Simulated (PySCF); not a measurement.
All values below come from B3LYP-D3(BJ)/def2-TZVP run with PySCF. Gas-phase values, no solvent. One relaxed conformer stands for a flexible species; it need not be the lowest. B3LYP has the VWN-RPA correlation part, as in Gaussian. 

Reference species (SMILES): `[SiH3]C[SiH2][SiH3]` (Si–C–Si–Si torsion 56°) (neutral, multiplicity 1).

* **LUMO**: -0.29 eV
* **HOMO**: -7.90 eV
* **HOMO–LUMO gap**: 7.61 eV

Changed species: `[SiH3][SiH](C)[SiH3]`.

**Question.** What does the change do to the LUMO, HOMO and HOMO–LUMO gap?

**Answer.** the LUMO falls by 0.11 eV, to -0.40 eV; the HOMO rises by 0.37 eV, to -7.53 eV; the HOMO–LUMO gap falls by 0.48 eV, to 7.13 eV.
